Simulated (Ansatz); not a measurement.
`O[Si](F)(Br)Br` and `O[Si](F)(Br)O[SiH3]` differ in one atom or group.

Ansatz, PBE0-D4/def2-TZVP geometries, multiplicity 1. Each molecule was computed in one conformer, which needn't be the lowest.

Scalar relativity is left out up to krypton. Spin–orbit coupling is left out; it splits and shifts lone-pair levels of the heavy atoms by tenths of an eV.

| property | `O[Si](F)(Br)Br` |
| --- | --- |
| HOMO energy (B3LYP/def2-TZVPP) / eV | -8.51 |
| LUMO energy (ωB97M-V/def2-TZVPP) / eV | 1.50 |
| LUMO energy (B3LYP/def2-TZVPP) / eV | -0.68 |
| LUMO energy (PBE/def2-TZVPP) / eV | -1.35 |
| HOMO energy (PBE0/def2-TZVPP) / eV | -8.79 |
| HOMO–LUMO gap (PBE/def2-TZVPP) / eV | 6.13 |

Problem. What does the change do to each property? (An estimate is asked.)

Solution. Ansatz gave: 
```tsv
property	`O[Si](F)(Br)O[SiH3]`	shift
HOMO energy (B3LYP/def2-TZVPP) / eV	-8.54	-0.03
LUMO energy (ωB97M-V/def2-TZVPP) / eV	1.39	-0.11
LUMO energy (B3LYP/def2-TZVPP) / eV	-0.50	0.18
LUMO energy (PBE/def2-TZVPP) / eV	-1.13	0.22
HOMO energy (PBE0/def2-TZVPP) / eV	-8.83	-0.04
HOMO–LUMO gap (PBE/def2-TZVPP) / eV	6.34	0.21
```

B3LYP here is the variant with VWN-RPA as its local correlation; programs differ in this.
